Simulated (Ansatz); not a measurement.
Species: AgCl (charge 0, singlet). SMILES: [Cl][Ag]
Geometry: optimised at B3LYP-D3(BJ)/def2-TZVP (Ansatz, an electronic-structure program).

Wanted: vertical electron affinity (to the doublet state of charge -1; a negative value means that the extra electron is unbound and the number depends on the basis; each state is the SCF solution reached for its spin), in eV. Correlated levels leave the core frozen unless marked. Open shells are spin-unrestricted. No spin-orbit coupling. Frozen are the shells of the preceding noble gas and the d and f shells that filled before the atom's block. In def2 rows, elements after Kr have scalar-relativistic effective core potentials. Anions need diffuse functions: def2-D sets add few. CBS marks a two-point X^-3 extrapolation of the correlation energy; Hartree-Fock from the larger set.

| level | program | vertical electron affinity (eV) |
|---|---|---|
| SVWN5/def2-TZVPD | Ansatz | 1.74 |
| PBE/def2-TZVPD | Ansatz | 1.53 |
| r2SCAN/def2-TZVPD | Ansatz | 1.60 |
| B3LYP/def2-TZVPD | Ansatz | 1.56 |
| PBE0/def2-TZVPD | Ansatz | 1.46 |
| CAM-B3LYP/def2-TZVPD | Ansatz | 1.54 |
| wB97M-V/def2-TZVPD | Ansatz | 1.31 |
| wB97X-V/def2-TZVPD | Ansatz | 1.31 |
| wB97X/def2-TZVPD | Ansatz | 1.30 |
| CCSD/def2-SVPD | Ansatz | 1.22 |
| CCSD/def2-QZVPPD | Ansatz | 1.37 |
| CCSD(T)/def2-SVPD | Ansatz | 1.26 |
| CCSD(T)/def2-QZVPPD | Ansatz | 1.42 |
| CCSD(T)/CBS(def2-TZVPPD,def2-QZVPPD) | Ansatz | 1.48 |
